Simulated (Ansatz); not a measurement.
Gas-phase electronic energies from Ansatz, PBE0-D4/def2-TZVP geometries. CCSD(T)/CBS is frozen-core, at the limit of the def2 triple- and quadruple-zeta sets. DFT in def2-TZVPP. B3LYP here is the variant with VWN-RPA as its local correlation; programs differ in this. HSE06 is defined as in plane-wave codes. Each species was taken in one conformer, which may not be the lowest.

Reaction (formal hydrolysis of the Si–S bond): `[SiH3]O[Si]S` + H₂O → `O[Si]O[SiH3]` + H₂S

`[SiH3]O[Si]S`:

```xyz
8

Si    0.736    0.940   -0.800
O    -0.110   -0.216    0.016
Si   -0.747   -1.725   -0.174
S    -1.607   -2.024    1.784
H     2.006    1.193   -0.078
H     1.026    0.484   -2.184
H    -0.077    2.179   -0.840
H    -1.227   -0.830    2.275
```

H₂O:

Z-matrix (Å, degrees):
```
O
H 1 0.960
H 1 0.960 2 105.1
```

`O[Si]O[SiH3]`:

```xyz
8

O     0.136    2.752   -0.390
Si    1.122    1.465   -0.128
O     0.022    0.230   -0.035
Si   -0.086   -1.396    0.197
H    -0.813    2.598   -0.441
H    -0.912   -1.654    1.402
H     1.264   -1.988    0.385
H    -0.734   -2.007   -0.990
```

H₂S:

```xyz
3

S    -0.169    0.464    0.374
H     0.055   -0.845    0.560
H     0.115    0.382   -0.934
```

```csv
level,ΔE (kcal/mol),difference from CCSD(T)/CBS
B97M-V,-12.8,-0.8
HSE06-D4,-10.1,1.9
CAM-B3LYP-D4,-14.7,-2.7
PBE-QIDH,-11.8,0.2
B3LYP,-13.6,-1.6
r2SCANh,-12.0,0.0
CAM-B3LYP,-15.4,-3.4
CCSD/def2-SVP,-13.3,-1.3
MP2/def2-TZVPP,-12.5,-0.5
SCS-MP2/def2-TZVPP,-13.6,-1.6
MP2/def2-QZVPP,-11.9,0.1
SCS-MP2/def2-QZVPP,-13.1,-1.1
CCSD/def2-QZVPP,-13.4,-1.4
CCSD(T)/cc-pV(D+d)Z,-12.7,-0.7
MP2/cc-pV(T+d)Z,-13.4,-1.4
CCSD(T)/cc-pV(T+d)Z,-13.8,-1.8
CCSD(T)/CBS,-12.0,0
```

Largest T1 diagnostic among the species: 0.015.

Leaving LDA and LC-ωPBE aside and taking each functional with its dispersion term where it has one, the values, not all of them listed here, spread over 5.9 kcal/mol, from CAM-B3LYP-D4 to revPBE-D4. LDA lies −1.2 kcal/mol from PBE without D4. At CCSD(T), def2-SVP lies −0.9 kcal/mol from the extrapolated value and def2-TZVPP −1.0 kcal/mol.
